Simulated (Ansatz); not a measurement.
Task: Name a neutral molecule of C, O, Si and H with HOMO energy (PBE0/def2-TZVPP) between -8.00 and -7.70 eV and LUMO energy (B3LYP/def2-TZVPP) between -0.20 and 0.10 eV (Ansatz, PBE0-D4/def2-TZVP geometry).

Result: `OC([SiH3])O[SiH3]` (-7.90 eV, -0.10 eV); `CCC[SiH2]O` (-7.98 eV, -0.07 eV); `C1OC[SiH2]O1` (-7.74 eV, -0.09 eV); `OCCO[SiH3]` (-7.88 eV, -0.13 eV); `OC(O)[SiH2][SiH3]` (-7.83 eV, -0.15 eV); `O[SiH2]OC[SiH3]` (-7.77 eV, 0.05 eV). Other molecules can fit too; these were computed, each in one conformer that needn't be the lowest.

B3LYP here is the variant with VWN-RPA as its local correlation; programs differ in this.
